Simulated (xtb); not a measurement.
Mg(Cl)(SiH3) (ClH3MgSi), SMILES [Mg]([Cl])[SiH3]. All values are semi-empirical tight-binding results from xtb (GFN2-xTB unless named), good for trends rather than for accurate numbers. The structure is a stationary point at GFN2-xTB.

For metal compounds this method's bond lengths and energies can be far off.

orbital gap: 2.96 eV
zero-point energy: 14.6 kcal/mol
G − E(el) at 298.15 K (modified RRHO): -4.7 kcal/mol
